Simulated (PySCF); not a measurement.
## Radial density of P (phosphorus, neutral)

UHF, [Ne] 3s2 3p2 3d1, one real determinant (an excited configuration). All numbers are calculated (PySCF 2.14, the non-relativistic Hamiltonian (point nucleus), in dyall-av2z).

```csv
r (bohr),4πr²ρ (e/bohr),4πr²(ρα − ρβ)
0.00213,0.1172,0.0000
0.00358,0.3168,0.0000
0.00603,0.8342,-0.0001
0.0101,2.085,-0.0002
0.0171,4.802,-0.0004
0.0287,9.600,-0.0003
0.0483,15.24,0.0029
0.0812,16.78,0.0205
0.137,12.14,0.0809
0.230,12.04,0.1809
0.386,15.99,0.1491
0.650,8.197,-0.0134
1.09,2.164,0.4563
1.84,2.338,1.1650
3.09,0.9556,0.7302
5.20,0.1462,0.1414
8.75,4.933e-05,0.0000
```

⟨L²⟩ = 8.01 against 12 for a pure F term, so this real determinant mixes terms. The outer electron is Rydberg-like, and this basis confines it to a smaller radius and binds it less than a complete one would. At UHF the highest occupied level has a positive energy, so only the finite basis holds that electron; for this excited configuration the basis is too tight for the outer shell.

Problem. Where is the radial spin density 4πr²(ρα − ρβ) most negative, and why is it negative at all?

Solution. Around r = 0.650 bohr, down to -0.0134 e/bohr: exchange with the open shell polarises the paired shells in an unrestricted calculation.
